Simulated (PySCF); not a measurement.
# How methods differ on the ionisation energy of Sb³¹⁺

Sb³¹⁺ [Ar] 3d2 [3d3/2^2, M_J = 2] → Sb³²⁺ [Ar] 3d1 [3d3/2^1, M_J = 3/2], as a difference of total energies. Computed with PySCF 2.14 in an even-tempered Gaussian basis (16 s from 5.2 bohr⁻², ratio 2.8; 12 p from 6.8 bohr⁻², ratio 2.8; 8 d from 6.8 bohr⁻², ratio 2.8; 3 f from 21 bohr⁻², ratio 3), with the two-component X2C-1e Hamiltonian. Correlated levels: [Ne] frozen; the 74 highest virtual spinors dropped. "Screened" scales the spin-orbit matrix elements by Boettger's factors to mimic the two-electron term; Breit and QED terms are absent.

```csv
method,ionisation energy (eV)
GHF (spin-free),1864.7
GMP2 (spin-free),1864.5
GHF (screened spin-orbit),1869.7
GMP2 (screened spin-orbit),1869.6
```

Breit and QED terms and the two-electron picture change are absent.

The spin-free rows relax to the high-spin LS determinant and lack the spin-orbit shift.

The labels give the starting determinants; with spin-orbit coupling the two ends relaxed to ⟨J²⟩ = 6.11, ⟨L²⟩ = 10.66, ⟨S²⟩ = 1.61 and ⟨J²⟩ = 3.75, ⟨L²⟩ = 6.01, ⟨S²⟩ = 0.76.

For comparison: 1869 ± 4 eV (theoretical estimate listed by NIST; NIST Atomic Spectra Database, ionization energies).
